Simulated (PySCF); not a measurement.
Be₂O, SMILES [Be][O][Be] (connectivity only; charge and spin as stated), neutral, multiplicity 1.

Geometry: B3LYP-D3(BJ)/def2-TZVPD. The geometry has at least one imaginary mode, so it is a saddle point at that level.

Calculation: C-PCM-ωB97X/def2-TZVPD (PySCF).

The values are the electrostatic part of the solvation free energy, E(continuum) − E(gas) at the gas-phase geometry, in a cavity of scaled van der Waals radii (PySCF's table); cavitation and dispersion terms are not included. A continuum can't describe solvent molecules that bind to the metal. In vacuum the orbital gap is 3.83 eV. The dipole moment in vacuum is 0.00 D.

| solvent | ε | ΔG(elec) (kcal/mol) | dipole (D) | gap (eV) |
|---|---|---|---|---|
| water | 78.36 | -4.3 | 0.00 | 3.93 |
| ethylethanoate | 5.99 | -3.5 | 0.00 | 3.91 |
| benzene | 2.27 | -2.3 | 0.00 | 3.87 |
